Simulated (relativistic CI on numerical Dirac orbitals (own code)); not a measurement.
# Hf5+: sensitivity of the levels to the model

Base calculation: Dirac-Coulomb-Breit CI, orbitals from a KLI potential per configuration, model QED (radiative potential, 1s self-energy scaled to tabulated hydrogen-like ionisation energies), valence Slater integrals scaled by 0.85, P86 correlation energy added to each configuration.

Configurations in the expansion (outside the closed core [Kr] 4d10): 4f¹³5s²5p⁶, 4f¹⁴5s²5p⁵, 4f¹³5s²5p⁵5d, 4f¹²5s²5p⁶5d, 4f¹²5s²5p⁶6s, 4f¹³5s²5p⁵5f, 4f¹³5s5p⁶5d, 4f¹²5s²5p⁶6p, 4f¹³5s²5p⁵5g, 4f¹³5s²5p⁵6s, 4f¹⁴5s5p⁶, 4f¹²5s²5p⁶6d, 4f¹³5s²5p⁵6p, 4f¹²5s²5p⁶5f, 4f¹²5s²5p⁶7s, 4f¹²5s²5p⁶7p, 4f¹³5s5p⁶5f, 4f¹³5s5p⁶5g, 4f¹³5s²5p⁵6d, 4f¹²5s²5p⁶6f, 4f¹²5s²5p⁶5g, 4f¹²5s²5p⁶7d, 4f¹²5s²5p⁶8s, 4f¹³5p⁶5d², 4f¹⁴5p⁵5d², 4f¹³5p⁵5d³, 4f¹²5p⁶5d³, 4f¹²5p⁶5d²6s, 4f¹³5p⁵5d²5f. Double excitations out of closed p, d and f shells are left out; levels of such configurations are missing from the list, as are those of other unlisted configurations, and high levels can miss mixing partners. These lack a partner that the ground configuration has and come out too high: 4f¹²5s²5p⁶6p, 4f¹³5s²5p⁵5g, 4f¹³5s²5p⁵6s, 4f¹²5s²5p⁶6d, 4f¹³5s²5p⁵6p.

The lowest level and the first level of each name with at least 55 % of one term (blank where a level has no safe partner in the second run):

| Level | Base (cm⁻¹) | Shift (cm⁻¹) |
| --- | --- | --- |
| 4f¹³5s²5p⁶ ²F°7/2 | 0.0 | 0.0 |
| 4f¹³5s²5p⁶ ²F°5/2 | 13141.6 | -3.5 |
| 4f¹⁴5s²5p⁵ ²P°3/2 | 119580.5 | +1559.4 |
| 4f¹⁴5s²5p⁵ ²P°1/2 | 186094.5 | +1540.9 |
| 4f¹²5s²5p⁶5d ⁴F9/2 | 206449.1 | -4035.8 |
| 4f¹²5s²5p⁶5d ⁴G11/2 | 212108.2 | -4035.0 |
| 4f¹²5s²5p⁶5d ⁴F7/2 | 214236.6 | -4035.6 |
| 4f¹²5s²5p⁶5d ⁴K17/2 | 216473.9 | -4040.4 |
| 4f¹²5s²5p⁶5d ⁴I15/2 | 221741.9 | -4035.7 |
| 4f¹²5s²5p⁶5d ⁴F5/2 | 223764.9 | -4033.7 |
| 4f¹²5s²5p⁶5d ²F7/2 | 224054.5 | -4034.2 |
| 4f¹²5s²5p⁶5d ⁴K15/2 | 230275.2 | -4039.6 |
| 4f¹²5s²5p⁶5d ⁴G5/2 | 232513.6 | -4030.4 |
| 4f¹²5s²5p⁶5d ⁴I13/2 | 235137.9 | -4036.6 |
| 4f¹²5s²5p⁶5d ⁴D1/2 | 235336.5 | -4035.9 |
| 4f¹²5s²5p⁶5d ⁴P3/2 | 241852.4 | -4034.6 |
| 4f¹²5s²5p⁶5d ²I11/2 | 242301.6 | -4039.7 |

At this charge configurations can still be misplaced by up to about 7 % of their energy. Levels and lines within the n = 5 or 6 shells can be off by up to 10 % or somewhat more, and those that change n by about 2 %, since core polarisation is missing. 5 of the 49 excited levels that our extract of the measured tables holds in this range could be paired (the sources list more); they are missed by 13511 cm⁻¹ on average and 23629 at most, and levels without a partner can miss by more. Levels that differ in their count of f electrons can be misplaced by several ten thousand cm⁻¹, since the correlation energy of f electrons is missing or only estimated; rates across such gaps can be off by orders of magnitude.

Question: One thing was changed in a second run, which moved the levels as shown. Which?
A. valence Slater integrals scaled by 0.75
B. non-relativistic limit
C. QED terms removed
D. configuration mixing switched off
E. Breit term removed
F. no correlation estimate

Answer: F. No correlation estimate. A correlation estimate moves all levels of a configuration together before mixing; mixed levels move by a weighted share.

LS names give the leading component of a level, which can be under half, so a name can repeat, a term be missing and a line seem to break the LS rules.
